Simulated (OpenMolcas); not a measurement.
# Ta3+: ligand-field states by method

Ta3+ with its 6 nearest fluoride ions at 1.998 Å, on the Ga site of K2NaGaF6 (a = 8.246 Å, distance in the model lattice 1.938 Å). The rest of the host is ab initio model potentials to 7.6 Å, with orthogonalisation functions on the cations behind the ligands, and point charges beyond; the distance is set by hand and nothing relaxes. Ligand basis ANO-RCC-VDZP.
```
Ta    0.0000    0.0000    0.0000
F     1.9980    0.0000    0.0000
F     0.0000    1.9980    0.0000
F    -1.9980    0.0000    0.0000
F     0.0000   -1.9980    0.0000
F     0.0000    0.0000    1.9980
F     0.0000    0.0000   -1.9980
```

* Program: OpenMolcas
* Basis: ANO-RCC-VDZP [7s6p4d2f1g]
* Scalar Hamiltonian: DKH2, point nucleus
* Active space: 2 electrons in 5 orbitals (5d)
* State averaging: 2S+1 = 3 even, 10 roots; 2S+1 = 1 even, 15 roots
* Spin-orbit coupling: state interaction with AMFI integrals over the reference wave functions

I. CASSCF
II. SS-CASPT2, IPEA 0.25 Eh, imaginary shift 0.1 Eh (the lowest 17 gerade and 18 ungerade orbitals frozen, chosen by energy and not by shell, so the metal 5p can be frozen and 4f correlated)

Spin-free states (labels of O, the rotations of Oh) in cm-1, each column counted from its own energy of the first state listed:

```tsv
State	Degeneracy	I	II
3T1	3	0	0
1E	2	9159	8370
1T2	3	9414	8460
1A1	1	21830	19340
3T2	3	37037	35840
3T1	3	45048	42590
1T2	3	47319	44570
1T1	3	49470	47050
3A2	1	75717	73240
1E	2	86050	81470
1A1	1	97237	90760
```

From I to II, I's first state of the same spin (3T2) moves from 37037 to 35840 cm-1, by about -1200 cm-1.

From I to II, I's first state of another spin (1E) moves from 9159 to 8370 cm-1, by about -790 cm-1.

II: A least-squares ligand-field fit to the states below 45000 cm-1, each weighted by its degeneracy and with a free common offset, gives 10Dq = 36849 cm-1, B = 554 cm-1 and C = 2304 cm-1 (C/B = 4.16), with an rms deviation of 155 cm-1. 

χT at 300 K: I 0.18, II 0.17 cm3 K/mol.

The states above are spin-free; spin-orbit coupling is strong here and shifts and splits them by thousands of cm-1.

Roots that are degenerate in the reference are averaged as groups; the widest CASPT2 spread within a group is 33 cm-1 (the 3-fold group of multiplicity 1 near 44600 cm-1 above the lowest state of its run, II). Shifts and gaps below about the spread of the groups concerned are not significant. Over all roots computed the reference weight is 0.75 to 0.76 in II; a low but even weight reflects the number of correlated electrons. An orbital triplet at a regular site is open to Jahn-Teller coupling, which can distort the site and quench the lowest spin-orbit gaps and is left out. The least metal-like active orbital is 78 % on the metal (Löwdin) and no ligand orbital is active, so the numbers are rough. Ligand-to-metal charge-transfer states are missing. With no ligand orbital active B as a rule stays too high, so bands that hang on it stand too high and its fall with covalency is understated. Without dynamic correlation the repulsion within the d shell is too large (B by tens of per cent), so at a given field states of lower spin stand too high (holds for I). With metal d orbitals alone the field can be off either way by tens of per cent (holds for I). With one d shell and no ligand orbital active, 10Dq can be off by a tenth or more (holds for II). No measured value stands beside these numbers; the geometry was set by hand and not optimised.
